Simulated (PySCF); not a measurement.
Ions at one geometry of [HfO(OH)]+

PySCF 2.14.0, RKS PBE0, Hf def2-SVP with ECP60, O def2-SVP, H def2-SVP; non-relativistic Hamiltonian with scalar-relativistic core potentials where named; density fitting; no spin-orbit coupling; singlets restricted, open shells unrestricted. The geometry is relaxed for charge +1, singlet, vacuum:

```xyz
4

Hf    0.0036   -0.0343   -0.4532
O     1.0655    0.0258    0.8970
O    -1.7283    0.0254    0.2728
H    -2.1948    0.0720    1.1193
```

Energies count from the relaxed state; an electron taken off or put on is at rest in vacuum. Charges and spins are Mulliken's.

```tsv
state	energy (eV)	spin squared	charge on Hf1 (e)	spin on Hf1 (e)	dipole about the centre of mass (D)
charge +1, singlet, vacuum	0.00	0.00	1.34	0.00	4.53
charge +2, doublet, vacuum	16.67	0.77	1.79	-0.10	1.93
```

Q: What does the state charge 0, doublet, vacuum give?

A: energy (eV) -7.03, spin squared 0.75, charge on Hf1 (e) 0.54, spin on Hf1 (e) 1.09, dipole about the centre of mass (D) 3.49.

With an electron taken off (doublet) the charges change, summed by element, by Hf +0.44 e, O +0.49 e, H +0.07 e. The vertical ionisation energy is 16.67 eV, against −ε(HOMO) = 14.22 eV of the relaxed state. The level lies 2.5 eV too high, as is usual for semilocal functionals and global hybrids, which keep a self-interaction error.

With an electron put on (doublet) the charges change, summed by element, by Hf -0.80 e, O -0.15 e, H -0.05 e. The vertical electron affinity is 7.03 eV, against −ε(LUMO) = 8.85 eV of the relaxed state.

Open shells may have lower solutions than those found.
